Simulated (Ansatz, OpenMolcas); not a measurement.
## GeF2 (SMILES [F][Ge][F]): methods side by side

GeF2: 3 atoms, total charge 0, spin state singlet. As SMILES, `[F][Ge][F]`. The shape is that of a PBE0-D4/def2-TZVP optimisation.

```xyz
3

F    -0.6759   -1.1018   -0.4975
Ge    0.6375   -0.2952    0.3202
F     0.0276    1.3321    0.1641
```

Each level gives the HOMO–LUMO gap (eV). The values are calculated.

```tsv
level	kind	program	value (eV)
HF/def2-TZVPP	Hartree–Fock	Ansatz	12.20
SVWN5/def2-TZVPP	LDA	Ansatz	4.28
BLYP/def2-TZVPP	GGA	Ansatz	4.28
PBE0/def2-TZVPP	global hybrid	Ansatz	6.36
CAM-B3LYP/def2-TZVPP	range-separated hybrid	Ansatz	8.80
HSE06/def2-TZVPP	range-separated hybrid	Ansatz	5.57
B2PLYP/def2-TZVPP	double hybrid	OpenMolcas	8.57
PBE-QIDH/def2-TZVPP	double hybrid	Ansatz	9.91
```

All-electron rows without a relativistic Hamiltonian named are non-relativistic. The values span 4.28 to 12.20 eV. Orbital gaps aren't excitation energies, and those of double hybrids come from the SCF part alone; they tend to grow with the share of exact exchange.
